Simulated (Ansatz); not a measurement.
Calculated with Ansatz (gas phase, PBE0-D4/def2-TZVP geometries, no zero-point term in ΔE). CCSD(T)/CBS adds triple-zeta CCSD(T) − MP2 to the extrapolated MP2 energy (def2 sets, frozen cores). This one scheme is used for every species. DFT in def2-TZVPP. B3LYP here is the variant with VWN-RPA as its local correlation; programs differ in this. One conformer a species, not always the lowest.

Consider the ligand exchange at the Si–S bond: `Cl[SiH2]S[Si](Cl)(Cl)Cl` + CH₃OH → `CO[Si](Cl)(Cl)Cl` + `S[SiH2]Cl`.

CCSD(T)/CBS gives -12.2 kcal/mol.

Another level gave -11.9 kcal/mol. Which?
A. PBE-D4/def2-TZVPP
B. B3LYP/def2-TZVPP
C. SCS-MP2/def2-TZVPP
D. MP2/def2-TZVPP

D. MP2/def2-TZVPP -11.9, SCS-MP2/def2-TZVPP -13.7, PBE-D4 -8.9, B3LYP -15.9 kcal/mol.

Largest T1 diagnostic among the species: 0.010.

From PBE to PBE0 (25 % exact exchange), in def2-TZVPP and without D4, ΔE moves by −0.8 kcal/mol. In def2-TZVPP, CCSD(T) changes the Hartree–Fock value by +5.9 kcal/mol (the triples alone add +1.2 kcal/mol) and MP2 by +7.8 kcal/mol.
